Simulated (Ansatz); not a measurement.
Total energies of C₄H₇BO₃, SMILES `C[B-]1(O)OC=CC=[O+]1`.

```xyz
15

C     0.2175   -0.9333    1.8940
B     0.3187    0.0917    0.6866
O     1.0505    1.2865    0.8494
O     0.9254   -0.6296   -0.5510
C     0.5602   -0.3420   -1.7295
C    -0.5639    0.4095   -2.0283
C    -1.3877    0.7485   -0.9682
O    -1.1121    0.5111    0.2454
H     1.2091   -1.2841    2.1962
H    -0.2511   -0.4680    2.7665
H    -0.3751   -1.8163    1.6398
H     1.4389    1.3586    1.7200
H     1.1743   -0.7655   -2.5268
H    -0.8446    0.6203   -3.0484
H    -2.3600    1.2126   -1.1455
```

Total charge 0; spin multiplicity 1. The geometry is a stationary point of PBE0-D4/def2-TZVP. It is one conformer, not always the lowest. Basis def2-TZVPP, the Gaussian-basis code of Ansatz.

RPA on PBE orbitals: Hartree–Fock energy of these orbitals -404.98613 Eh, correlation -2.28701 Eh (frozen core).

| functional | energy without D4 (Eh) | D4 term (kJ/mol) |
| --- | --- | --- |
| LDA (SPW92) | -404.10466 | – |
| PBE | -406.94026 | -35.5 |
| revPBE | -407.29186 | -117.2 |
| BLYP | -407.30469 | -78.7 |
| r2SCAN | -407.20810 | -9.3 |
| B97M-V | -407.37689 | – |
| PBE0 | -406.95764 | -29.9 |
| B3LYP | -407.43083 | -56.4 |
| r2SCANh | -407.18490 | -9.7 |
| r2SCAN0 | -407.15207 | -10.6 |
| HSE06 (plane-wave form) | -406.93713 | -27.6 |
| BHLYP | -407.20069 | -39.6 |
| CAM-B3LYP | -407.24924 | -30.0 |
| LC-ωPBE | -407.15568 | – |
| ωB97X-V | -407.29491 | – |
| ωB97M-V | -407.28091 | – |
| B2PLYP | -407.11366 | – |
| PBE-QIDH | -406.89730 | – |

B3LYP takes the VWN-RPA correlation (the form of Gaussian; ORCA's B3LYP/G). HSE06 is the plane-wave form, built on full-range PBE exchange. The double hybrids freeze the cores in their second-order part.

LC-ωPBE has ω = 0.4 bohr⁻¹.
